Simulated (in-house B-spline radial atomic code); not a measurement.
A run on K⁴⁺ (an excited or competing configuration) that did not converge. Method: scalar-relativistic (X2C) revTPSS, spin-polarised, spherical fractional occupations, Fermi nucleus of rms radius 3.4349 fm; computed with an all-electron radial atomic-structure program (B-spline basis).

Command:
```bash
python run_scf.py task.json out
```
Settings (nuclear radius in fm, mass in u):
```
Z                19
configuration    [Ne] 3s1 3p3 4f1
hamiltonian      x2c
method           revtpss,revtpss
spin_polarised   True
nucleus          fermi
rms_radius       3.4349
atomic_mass      38.96371
speed_of_light   137.035999084
```

First and last ten iterations of the last attempt (damped for 15 steps, keeping 80 % of the old Fock matrix, then DIIS):
```
 iter        energy (Eh)    residual
    1        -594.178005    2.86e-02
    2        -594.180517    1.05e-03
    3        -594.180529    8.21e-04
    4        -594.180537    6.64e-04
    5        -594.180542    5.39e-04
    6        -594.180545    4.38e-04
    7        -594.180547    3.57e-04
    8        -594.180549    2.91e-04
    9        -594.180550    2.38e-04
   10        -594.180550    1.95e-04
  111        -594.180552    3.84e-07
  112        -594.180552    5.01e-07
  113        -594.180552    5.41e-07
  114        -594.180552    4.53e-07
  115        -594.180552    4.09e-07
  116        -594.180552    2.97e-07
  117        -594.180552    2.83e-07
  118        -594.180552    1.07e-06
  119        -594.180552    1.09e-06
  120        -594.180552    3.34e-07
 not converged after 120 iterations
```

The smallest residual met was 2.5e-07; the threshold is about 2e-07. Over the last five steps the energy moves by less than 1e-08 hartree, but the orbitals didn't meet the threshold. Run time, properties included: 3.3 s on 1 thread of Intel(R) Xeon(R) Platinum 8259CL CPU @ 2.50GHz, with other jobs on the host.
